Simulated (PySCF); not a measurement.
# Computed vibrations of Yb(SH)3

Yb(SH)3 (singlet in the valence; each metal's 4f electrons, 13 of them, lie in its core potential, out of spins and levels). PySCF 2.14.0, RKS PBE0, Yb lcecp-1-SVP with ECP59, S def2-SVP, H def2-SVP; non-relativistic Hamiltonian with scalar-relativistic core potentials where named; density fitting; no spin-orbit coupling. Central differences of gradients.

```xyz
7

Yb    0.0000    0.0000   -0.0043
S     2.4950    0.4331    0.0063
H     2.8138   -0.8838    0.0495
S    -1.6225    1.9442    0.0063
H    -0.6415    2.8787    0.0495
S    -0.8725   -2.3773    0.0063
H    -2.1723   -1.9949    0.0495
```

Run from Python with OMP_NUM_THREADS=2. Where DIIS fails, smearing, a level shift and second-order steps follow.
It took 52 s on 2 threads of Arm Neoverse V1, on a shared host.

Question: What are the harmonic wavenumbers and infrared intensities?

Answer: Modes are labelled in C3; negative numbers are unstable modes, those under 60 cm⁻¹ near the noise; a finer grid moves soft modes by up to 10 cm⁻¹.
```
cm⁻¹  km/mol  symmetry
  32    16.7         a
  60     5.0         e
  60     5.0         e
 159    59.6         a
 195     0.0         e
 195     0.0         e
 297     0.0         a
 318    54.8         e
 318    54.8         e
 377     0.0         a
 434    36.1         e
 434    36.1         e
2684     2.5         e
2684     2.5         e
2684     0.0         a
```

Question: Is this a minimum?

Answer: Yes, within the noise of the softest modes. Ideal gas at 298.15 K and 1 bar: S = 417.3 J/(mol K), Cp = 120.2 J/(mol K), H − H(0 K) = 26.6 kJ/mol (rigid rotor, harmonic modes, spin degeneracy alone, that of the 4f electrons in the core included; the modes under 60 cm⁻¹ make these uncertain).

An lcecp potential fixes the number of 4f electrons, so in runs with it no electron can move into or out of that shell.
